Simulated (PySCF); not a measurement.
A structure optimised at PBE-D3(BJ)/def2-SVP, used in a PySCF frequency run:

```xyz
7

C      0.2571     1.3883     0.0000
C     -0.1087    -0.0180     0.0000
O     -1.2608    -0.4432     0.0000
O      0.9789    -0.8447     0.0000
H      1.3100     1.7038     0.0000
H     -0.5520     2.1303     0.0000
H      0.6074    -1.7530     0.0000
```
Charge 0, spin multiplicity 2.

Write its SMILES, formula and point group.

[CH2]C(=O)O, C2H3O2, Cs

What are its rotational constants (standard atomic weights)?

11.467, 10.477, 5.4748 GHz
